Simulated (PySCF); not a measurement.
CHO₂, SMILES C(=[OH+])=O, charge +1. Atoms are numbered in the order given.

```xyz
4

O     -0.0168     1.2318     0.0000
C     -0.0122     0.1099     0.0000
O      0.1114    -1.1026     0.0000
H     -0.6833    -1.6921     0.0000
```
Charge +1, spin multiplicity 1.

Geometry optimised at B3LYP-D3(BJ)/def2-TZVP. The isomer is the one that the SMILES or the coordinates give; other isomers of the formula were not compared.

These are B3LYP/pcJ-1 run with PySCF values and carry that method's errors.

Isotropic couplings with Fermi-contact, spin-dipole and both spin-orbit terms, one fixed conformer, no vibrational averaging. Isotopes: 13C, 1H.

Estimate the spin–spin coupling constants. (Estimate from the structure and the level; the computed values follow.)


| pair | bonds apart | J (Hz) |
|---|---|---|
| C2–H4 | 2 | 6.8 |
